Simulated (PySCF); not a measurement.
Sb2, triplet, geometry from GFN2-xTB (a higher spin typed on purpose: for a closed-shell molecule this is an excited state) (all electrons, no relativity); PySCF with B3LYP/STO-3G.

Here is a job for PySCF.
```python
from pyscf import gto, scf, dft

mol = gto.M(
    atom='''
Sb   -0.00000000   -0.00000000   -1.35280165
Sb    0.00000000    0.00000000    1.35280165
''',
    basis='sto-3g',
    spin=2,
    verbose=4,
)

mf = dft.UKS(mol)
mf.xc = 'b3lyp'
mf.kernel()
```

Output, abridged:

```
PySCF version 2.14.0

[INPUT] verbose = 4
[INPUT] num. atoms = 2
[INPUT] num. electrons = 102
[INPUT] charge = 0
[INPUT] spin (= nelec alpha-beta = 2S) = 2
[INPUT] symmetry False subgroup None
[INPUT] Mole.unit = angstrom
[INPUT] Symbol           X                Y                Z      unit          X                Y                Z       unit  Magmom
[INPUT]  1 Sb     0.000000000000   0.000000000000  -1.352801650000 AA    0.000000000000   0.000000000000  -2.556424619360 Bohr   0.0
[INPUT]  2 Sb     0.000000000000   0.000000000000   1.352801650000 AA    0.000000000000   0.000000000000   2.556424619360 Bohr   0.0

nuclear repulsion = 508.718305304743
number of shells = 22
number of NR pGTOs = 162
number of NR cGTOs = 54
basis = sto-3g
ecp = {}

******** <class 'pyscf.dft.uks.UKS'> ********
method = UKS
initial guess = minao
damping factor = 0
level_shift factor = 0
DIIS = <class 'pyscf.scf.diis.CDIIS'>
diis_start_cycle = 1
diis_space = 8
diis_damp = 0
SCF conv_tol = 1e-09
SCF conv_tol_grad = None
SCF max_cycles = 50
direct_scf = True
direct_scf_tol = 1e-13
number electrons alpha = 52  beta = 50
XC library pyscf.dft.libxc version 7.1.2
    S. Lehtola, C. Steigemann, M. J. T. Oliveira, and M. A. L. Marques,  SoftwareX 7, 1–5 (2018)
XC functionals = b3lyp
    P. J. Stephens, F. J. Devlin, C. F. Chabalowski, and M. J. Frisch,  J. Phys. Chem. 98, 11623 (1994)
radial grids:
    Treutler-Ahlrichs [JCP 102, 346 (1995); DOI:10.1063/1.469408] (M4) radial grids

becke partition: Becke, JCP 88, 2547 (1988); DOI:10.1063/1.454033
pruning grids: <function nwchem_prune>
grids dens level: 3
symmetrized grids: False
atomic radii adjust function: <function treutler_atomic_radii_adjust>
small_rho_cutoff = 0
Set gradient conv threshold to 3.16228e-05
tot grids = 43920
init E= -12470.6495455183

cycle= 1 E= -12506.7824418903  delta_E= -36.1  |g|= 0.16  |ddm|= 1.96
cycle= 2 E= -12506.8024587482  delta_E= -0.02  |g|= 0.0122  |ddm|= 0.648
cycle= 3 E= -12506.8046716906  delta_E= -0.00221  |g|= 0.00393  |ddm|= 0.271
cycle= 4 E= -12506.8049645116  delta_E= -0.000293  |g|= 0.000901  |ddm|= 0.113
cycle= 5 E= -12506.8049788735  delta_E= -1.44e-05  |g|= 2.52e-05  |ddm|= 0.0314
cycle= 6 E= -12506.8049788781  delta_E= -4.59e-09  |g|= 2.93e-06  |ddm|= 0.000572
cycle= 7 E= -12506.8049788782  delta_E= -1.13e-10  |g|= 3.66e-07  |ddm|= 7.86e-05
Extra cycle  E= -12506.8049788782  delta_E= -1.82e-12  |g|= 3.39e-07  |ddm|= 8.43e-06
converged SCF energy = -12506.8049788782  <S^2> = 2.0008589  2S+1 = 3.0005725
```
